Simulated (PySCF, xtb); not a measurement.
F₄Te, SMILES F[Te+](F)(F)F, charge +1, multiplicity 2.

Harmonic wavenumbers (cm⁻¹) from xtb with GFN2-xTB at its own minimum, in rising order: 77, 97, 158, 176, 190, 334, 405, 495, 514.

Problem. What does PBE0-D3(BJ)/def2-SVP in PySCF 2.14.0 give at its own minimum? (Estimate from the structure and the level; the computed values follow.)

Solution. 118, 133, 202, 220, 234, 526, 571, 733, 740. Paired by order, the mean absolute difference is 115 cm⁻¹ and the zero-point energies are 3.5 and 5.0 kcal/mol.
